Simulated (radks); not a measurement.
The numbers below are computed, except where a source is named.
Problem. The mean radii <r> (bohr) of the occupied orbitals of an atom or ion are listed with their occupations. Level of theory: scalar-relativistic Kohn-Sham, PBE, spin-polarised, spherical densities, finite nucleus; Fermi nuclear charge, rms radius of each element as measured or else 0.836 A^(1/3) + 0.57 fm (a radial shooting solver on a logarithmic mesh with Libxc functionals).

| orbital | occ. | <r> |
|---|---|---|
| 1s up | 1 | 0.04149 |
| 1s down | 1 | 0.04149 |
| 2s up | 1 | 0.1835 |
| 2s down | 1 | 0.1835 |
| 2p up | 3 | 0.1601 |
| 2p down | 3 | 0.1601 |
| 3s up | 1 | 0.5301 |
| 3s down | 1 | 0.5299 |
| 3p up | 3 | 0.5403 |
| 3p down | 3 | 0.5397 |
| 3d up | 5 | 0.5547 |
| 3d down | 5 | 0.5521 |
| 4s up | 1 | 1.465 |
| 4s down | 1 | 1.463 |
| 4p up | 3 | 1.655 |

Name the element and its charge. Open shells, if any, are filled with parallel spins first.

Solution. Z = 36, krypton, charge +3: Kr3+ in [Ar] 3d10 4s2 4p3. The 1s radius gives Z: for a bare nucleus <r> = (2 gamma + 1)/(2Z) with gamma = sqrt(1 - (Z/c)^2), 0.04069 bohr for Z = 36, and screening makes it slightly larger (0.04149 here). The occupations add up to 33, and the charge is Z minus that.
